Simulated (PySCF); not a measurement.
Continuum solvent and chemical shifts

Molfile (atoms numbered from 1):
```
C6H10OSi2
     RDKit          3D

 19 19  0  0  0  0  0  0  0  0999 V2000
   -3.8822   -1.5972   -0.3384 C   0  0  0  0  0  0  0  0  0  0  0  0
   -2.7138   -1.4120   -0.0712 C   0  0  0  0  0  0  0  0  0  0  0  0
   -1.3136   -1.1411    0.2087 C   0  0  2  0  0  0  0  0  0  0  0  0
   -1.1109   -0.1913    1.3761 C   0  0  0  0  0  0  0  0  0  0  0  0
   -0.8221    1.0926    1.1129 C   0  0  0  0  0  0  0  0  0  0  0  0
   -0.7096    1.5375   -0.3220 C   0  0  0  0  0  0  0  0  0  0  0  0
   -0.4961   -0.1226   -1.1886 Si  0  0  1  0  0  4  0  0  0  0  0  0
    1.1167   -0.5170   -1.2942 O   0  0  0  0  0  0  0  0  0  0  0  0
    2.4361   -0.6221   -0.2895 Si  0  0  0  0  0  4  0  0  0  0  0  0
   -4.9164   -1.7740   -0.5668 H   0  0  0  0  0  0  0  0  0  0  0  0
   -0.7763   -2.0933    0.3670 H   0  0  0  0  0  0  0  0  0  0  0  0
   -1.2295   -0.5606    2.3993 H   0  0  0  0  0  0  0  0  0  0  0  0
   -0.6824    1.8121    1.9269 H   0  0  0  0  0  0  0  0  0  0  0  0
   -1.6227    2.0669   -0.6486 H   0  0  0  0  0  0  0  0  0  0  0  0
    0.1332    2.2282   -0.4873 H   0  0  0  0  0  0  0  0  0  0  0  0
   -1.0944   -0.2929   -2.5368 H   0  0  0  0  0  0  0  0  0  0  0  0
    2.1718   -1.5938    0.8154 H   0  0  0  0  0  0  0  0  0  0  0  0
    2.7488    0.7141    0.3031 H   0  0  0  0  0  0  0  0  0  0  0  0
    3.5975   -1.0910   -1.0957 H   0  0  0  0  0  0  0  0  0  0  0  0
  1  2  3  0
  2  3  1  0
  3  4  1  0
  4  5  2  0
  5  6  1  0
  6  7  1  0
  7  8  1  0
  8  9  1  0
  7  3  1  0
  1 10  1  0
  3 11  1  1
  4 12  1  0
  5 13  1  0
  6 14  1  0
  6 15  1  0
  7 16  1  6
  9 17  1  0
  9 18  1  0
  9 19  1  0
M  END
```

GIAO PBE0/pcSseg-1 in PySCF 2.14.0 with density-fitted response routines on one PBE0-D3(BJ)/def2-SVP conformer, non-relativistic, equivalent nuclei averaged. Solvents enter as an IEF-PCM continuum (benzene with ε = 2.3, dimethylsulfoxide with ε = 46.8) around the gas-phase geometry. Shifts are referred to TMS computed in the same medium.

Gas phase, δ in ppm: C5 141.6, C4 140.3, C2 83.2, C1 74.1, C3 22.6, C6 18.6, Si7 19.9, Si9 -38.5, H13 6.23, H12 6.20, H16 5.29, H17/H18/H19 4.77, H11 2.62, H10 1.86. Dipole moment 1.15 D.

Question: How does each δ change in the continuum?

Answer: 
```tsv
atoms	environment	Δδ, benzene	Δδ, dimethylsulfoxide
C5	alkene CH	+1.5	+3.4
C4	alkene CH	-0.1	-0.3
C2	alkyne carbon	+1.8	+3.8
C1	terminal alkyne carbon	+0.2	+0.6
C3	allylic sp3 CH bonded to Si	+0.1	+0.1
C6	allylic sp3 CH2 bonded to Si	+0.5	+1.3
Si7	silicon bonded to 2 C, O, H, in a 5-membered ring	+0.8	+1.7
Si9	silicon bonded to O, 3 H	+0.3	+0.8
H13	hydrogen on an alkene CH	+0.10	+0.23
H12	hydrogen on an alkene CH	+0.04	+0.08
H16	hydrogen on a silicon bonded to 2 C, O, in a 5-membered ring	-0.02	-0.05
H17/H18/H19	hydrogen on a silicon bonded to O	-0.01	-0.02
H11	hydrogen on an allylic sp3 CH bonded to Si	+0.09	+0.22
H10	hydrogen on a terminal alkyne carbon	+0.17	+0.40
```

Changes are relative to the gas phase. The dipole moment becomes 1.33 D in benzene, 1.58 D in dimethylsulfoxide.

Question: Which nuclei move most (in ppm), and what does the model miss?

Answer: C2 (alkyne carbon, +3.8 ppm) in dimethylsulfoxide. A continuum only polarises the solute; specific hydrogen bonds, the anisotropy of aromatic solvents and changes of geometry or conformer are outside it.
